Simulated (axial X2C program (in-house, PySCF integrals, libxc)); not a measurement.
## Bond lengths and stretching modes, held linear, of HCAs⁺

Computed with an axial X2C code built on PySCF integrals: two-component X2C with atomic mean-field Coulomb and Gaunt terms, Gaussian nuclei, basis H dyall-v3z, C dyall-v3z, As dyall-v3z with contracted cores. Spin-free rows use the one-electron spin-free X2C Hamiltonian.

Masses H 1.008, C 12.000, As 74.922 u. States: 2c Ω = 3/2 (beyond evenly filled blocks: ω = 3/2); spin-free M_S = 1/2, Λ = 1 (beyond evenly filled blocks: π+α, π+β, π-α).

LDA, 2c: energies above the lowest point

| r(H–C) (Å) | r(C–As) (Å) | E (meV) |
| --- | --- | --- |
| 1.0598 | 1.6663 | 66.54 |
| 1.0598 | 1.7090 | 24.32 |
| 1.0598 | 1.7517 | 53.87 |
| 1.0870 | 1.6663 | 43.27 |
| 1.0870 | 1.7090 | 0.00 |
| 1.0870 | 1.7517 | 28.50 |
| 1.0870 | 1.7945 | 115.05 |
| 1.1142 | 1.6663 | 45.92 |
| 1.1142 | 1.7090 | 1.62 |
| 1.1142 | 1.7517 | 29.08 |
| 1.1414 | 1.7090 | 25.46 |
| 1.1414 | 1.7945 | 136.40 |

Fit a quadratic surface with cubic terms in each bond: where is the minimum, and what are the two stretching wavenumbers?

At LDA, 2c: bonds 1.099 and 1.712 Å; harmonic stretches 969.0 and 3121.9 cm⁻¹; force constants 5.27, 6.21 and coupling -0.14 mdyn/Å.

The other levels and Hamiltonians give:

| Hamiltonian | level | r(H–C) (Å) | r(C–As) (Å) | lower stretch (cm⁻¹) | upper stretch (cm⁻¹) |
| --- | --- | --- | --- | --- | --- |
| 2c | PBE0 | 1.086 | 1.707 | 995.4 | 3239.9 |
| spin-free | PBE0 | 1.086 | 1.705 | 1001.9 | 3240.7 |
| spin-free | LDA | 1.099 | 1.712 | 971.4 | 3122.8 |

Each state is one determinant, the lowest of a limited PBE0 search; the stretches come from a fit to these few points and carry an uncertainty of a few per cent. Other orders of the atoms were not compared. Left out for rough or failed fits: HF 2c, MP2 2c, HF spin-free, MP2 spin-free. The molecule was held linear; bending was not examined, so a bent shape may lie lower. Note: functional without a current term on a determinant with orbital currents, of the molecule or an atom.
